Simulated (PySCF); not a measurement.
Isomers of C7H12, mass 96.094 u with the commonest isotopes. The calculation used PBE0-D3(BJ)/def2-SVP geometry optimisation, gas phase (PySCF 2.14.0). One conformer each, none proved a minimum here; rigid rotors.

Question: Order these by rotational constant A, largest first.
A. `[CH2:1]1[CH2:2][C@@H:3]2[CH2:4][CH2:5][C@@H:6]2[CH2:7]1` with C7–C1–C2–C3 38°, C1–C2–C3–C4 74°, C2–C3–C4–C5 -108°, C3–C4–C5–C6 0°
B. `[CH3:1][C@@H:2]1[C@H:3]2[CH2:4][CH2:5][CH2:6][C@@H:7]12` with C1–C2–C3–C4 156°, C2–C3–C4–C5 46°, C3–C4–C5–C6 30°, C4–C5–C6–C7 -30°
C. `CC(C)=C=C(C)C`
D. `[CH2:1]=[C:2]([CH2:3][CH3:4])[CH:5]1[CH2:6][CH2:7]1` with C1–C2–C3–C4 0°, C1–C2–C5–C6 -35°

Answer: D (6291 MHz), B (5258 MHz), C (4278 MHz), A (4190 MHz).

Question: Order these by rotational constant B, largest first.
A. `CC(C)=C=C(C)C`
B. `[CH2:1]=[C:2]([CH2:3][CH3:4])[CH:5]1[CH2:6][CH2:7]1` with C1–C2–C3–C4 0°, C1–C2–C5–C6 -35°
C. `[CH3:1][C@@H:2]1[C@H:3]2[CH2:4][CH2:5][CH2:6][C@@H:7]12` with C1–C2–C3–C4 156°, C2–C3–C4–C5 46°, C3–C4–C5–C6 30°, C4–C5–C6–C7 -30°
D. `[CH2:1]1[CH2:2][C@@H:3]2[CH2:4][CH2:5][C@@H:6]2[CH2:7]1` with C7–C1–C2–C3 38°, C1–C2–C3–C4 74°, C2–C3–C4–C5 -108°, C3–C4–C5–C6 0°

Answer: D (2888 MHz), C (2117 MHz), B (1472 MHz), A (1316 MHz).

Question: Order these by radius of gyration √(Σ m r²/M), largest first.
A. `[CH3:1][C@@H:2]1[C@H:3]2[CH2:4][CH2:5][CH2:6][C@@H:7]12` with C1–C2–C3–C4 156°, C2–C3–C4–C5 46°, C3–C4–C5–C6 30°, C4–C5–C6–C7 -30°
B. `[CH2:1]=[C:2]([CH2:3][CH3:4])[CH:5]1[CH2:6][CH2:7]1` with C1–C2–C3–C4 0°, C1–C2–C5–C6 -35°
C. `CC(C)=C=C(C)C`
D. `[CH2:1]1[CH2:2][C@@H:3]2[CH2:4][CH2:5][C@@H:6]2[CH2:7]1` with C7–C1–C2–C3 38°, C1–C2–C3–C4 74°, C2–C3–C4–C5 -108°, C3–C4–C5–C6 0°

Answer: C (2.148 Å), B (2.042 Å), A (1.787 Å), D (1.648 Å).

| SMILES | point group | Ia (u·Å²) | Ib (u·Å²) | Ic (u·Å²) | κ | μa (D) | μb (D) | μc (D) |
| --- | --- | --- | --- | --- | --- | --- | --- | --- |
| C[C@@H]1[C@H]2CCC[C@@H]12 | Cs | 96.12 | 238.76 | 278.65 | -0.82 | 0.06 | 0.00 | 0.03 |
| C=C(CC)C1CC1 | Cs | 80.33 | 343.39 | 377.84 | -0.95 | 0.08 | 0.68 | 0.00 |
| CC(C)=C=C(C)C | D2d | 118.14 | 384.16 | 384.24 | -1.00 | 0.00 | 0.00 | 0.00 |
| C1C[C@@H]2CC[C@@H]2C1 | Cs | 120.63 | 174.99 | 226.29 | -0.33 | 0.07 | 0.00 | 0.11 |
